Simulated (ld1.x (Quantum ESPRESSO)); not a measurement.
**An all-electron radial function and its pseudo partner (C (Z = 6))**

Columns: radius, all-electron u(r) and pseudo u(r) of the 2s shell (level -13.75 eV) of carbon in the configuration [He] 2s2 2p2; PBE, scalar-relativistic, TM semilocal scheme, ld1.x (Quantum ESPRESSO) 7.5.

```tsv
r (bohr)	all-electron	pseudo
0.080	0.3030	-0.0489
0.160	0.3448	-0.0989
0.240	0.2578	-0.1510
0.320	0.1139	-0.2065
0.400	-0.0474	-0.2671
0.480	-0.2048	-0.3347
0.560	-0.3474	-0.4104
0.640	-0.4706	-0.4933
0.720	-0.5736	-0.5783
0.800	-0.6563	-0.6566
0.880	-0.7199	-0.7199
0.960	-0.7660	-0.7660
1.040	-0.7967	-0.7967
1.120	-0.8143	-0.8143
1.200	-0.8207	-0.8207
1.280	-0.8178	-0.8178
1.360	-0.8074	-0.8074
1.440	-0.7911	-0.7911
1.520	-0.7700	-0.7700
1.600	-0.7454	-0.7454
1.680	-0.7182	-0.7182
1.760	-0.6892	-0.6892
1.840	-0.6590	-0.6590
1.920	-0.6282	-0.6282
2.000	-0.5972	-0.5972
2.080	-0.5664	-0.5664
```

Task: How many radial nodes do the two functions have?

Result: The all-electron 2s function has n − l − 1 = 1; the pseudo-wave has 0, since the states of the same l below it are removed with the core.

Task: At about which radius was the pseudo-wave matched?

Result: 0.90 bohr. The columns agree to 0.0005 from 0.80 bohr on; several derivatives are matched, so the curves merge somewhat inside the radius.

Task: Is the pseudo-wave norm-conserving?

Result: Yes: the TM semilocal scheme keeps the norm inside the radius equal to the all-electron one, which fixes the energy derivative of the logarithmic derivative at the level.
